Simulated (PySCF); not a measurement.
F3S, SMILES F[S](F)F (connectivity only; charge and spin as stated), charge -1, multiplicity 1. Atoms are numbered in the order given.

```xyz
4

F      0.0000     1.8524    -0.3087
S      0.0000     0.0000    -0.3835
F      0.0000    -1.8524    -0.3087
F      0.0000     0.0000     1.2991
```
Charge -1, spin multiplicity 1.

Coordinates come from a B3LYP-D3(BJ)/def2-SVPD optimisation. The multiplicity is an assumed one; other spin states were not compared. The isomer is the one that the SMILES or the coordinates give; other isomers of the formula were not compared.

Method: PBE0/pcSseg-2 (PySCF).

GIAO shieldings, no solvent; atoms listed in one row are averaged. δ = σ(ref) − σ: ¹⁹F against CFCl3 (σ = 165.8 ppm); ³³S against H2S (σ = 711.3 ppm), references at their B3LYP-D3(BJ)/def2-TZVP geometries, non-relativistic.

| nucleus | atoms | count | δ (ppm) |
|---|---|---|---|
| ¹⁹F | F3, F1 | 2 | -34.0 |
| ¹⁹F | F4 | 1 | -224.4 |
| ³³S | S2 | 1 | 1447.4 |
